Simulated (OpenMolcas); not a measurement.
# Cu+: effect of the active space

```yaml
Program: OpenMolcas 26.06
Method: CASSCF
Basis: ANO-RCC-VQZP
Scalar_Hamiltonian: DKH2, point nucleus
Spin-orbit_coupling: RASSI with atomic mean-field integrals over the reference wave functions, term energies averaged over their components
```

A. 10 electrons in 6 orbitals (3d 4s); 2S+1 = 1 even, 5 roots; 2S+1 = 3 even, 5 roots kept (CI in the orbitals of an earlier block); cost roughly 9 core-seconds
B. 10 electrons in 11 orbitals (3d 4s 4d); 2S+1 = 1 even, 6 roots; 2S+1 = 3 even, 5 roots kept (CI in the orbitals of an earlier block); cost roughly 12 core-minutes

Energies in cm-1 above 3d9 4s 3D3.

| Level | A | B |
| --- | --- | --- |
| 3d9 4s 3D3 | 0.0 | 0.0 |
| 3d9 4s 3D2 | 937 | 962 |
| 3d9 4s 3D1 | 2055 | 2100 |
| 3d9 4s 1D2 | 4657 | 4722 |

B puts 3d10 1S0 lowest.

Between A and B the level of the table that moves most is 3d9 4s 1D2, by 65 cm-1 (lowest in A, highest in B).

Without dynamic correlation excited terms often stand tens of per cent too high (terms of higher spin than the ground term too low), and those without a measured partner can miss by more than the paired ones. Terms from blocks run as CI alone lack orbitals of their own. The lowest computed level is not the ground level that NIST lists (1S0) (holds for A). No level of 3d10 was computed, though it lies in the active space (holds for A). Active for correlation alone: 4d; no level in the range computed is led by a configuration that fills it, so any true level of that kind is missing (holds for B). Levels of configurations outside the active space are missing. Levels that lie high or do not pair safely by name in every column are left out.
